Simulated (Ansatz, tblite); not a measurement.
Removing an electron: [InFH3]- (InH₃F⁻). Charge -1, multiplicity 1. Geometry: B3LYP-D4/def2-TZVPD. Ansatz, gas phase; energy differences of separate SCF runs; the oxidised species was run as a doublet alone.

```xyz
5

In    0.011   -0.068    0.126
F    -0.142    0.910   -1.692
H    -0.397    1.169    1.339
H     1.701   -0.618    0.201
H    -1.173   -1.393    0.026
```

In the def2 sets In takes a core potential; there is no spin–orbit coupling. The xTB rows come from tblite. Correlated methods freeze 5 core orbitals; core or outer-core shells of In are correlated, in sets that lack core-valence functions. HOMO above LUMO, or a gap near zero within one spin, warns that the state may not be the lowest or that an electron is smeared out.

| level | −HOMO (eV) | vertical IE (eV) | −LUMO (eV) | HOMO–LUMO gap (eV) | remarks |
| --- | --- | --- | --- | --- | --- |
| GFN1-xTB | 6.03 | 9.06 | -0.79 | 6.82 | – |
| GFN2-xTB | 6.25 | 9.17 | -0.83 | 7.08 | – |
| HF/def2-TZVPPD | – | 4.39 | – | – | – |
| r2SCAN-D4/def2-TZVPD | 1.67 | 4.51 | -3.98 | 5.65 | gap within one spin near zero (doublet) |
| PBE0-D4/def2-TZVPD | 2.62 | 4.72 | -3.63 | 6.25 | – |
| MP2/def2-TZVPPD | – | 5.02 | – | – | – |
| CCSD/def2-TZVPPD | – | 5.03 | – | – | – |
| CCSD(T)/def2-TZVPPD | – | 4.98 | – | – | – |

Relaxing the oxidised species (B3LYP-D4/def2-TZVPD) changes its energy by -0.79 eV at PBE0-D4/def2-TZVPD, so the adiabatic ionisation energy to this nearest minimum is 3.94 eV.  Run but left out: PBE-D4/def2-TZVPD (neutral doublet: an occupied level 0.19 eV above an empty one).  Raw xTB energy differences between charge states are shifted by several eV; the methods need an empirical correction for them.
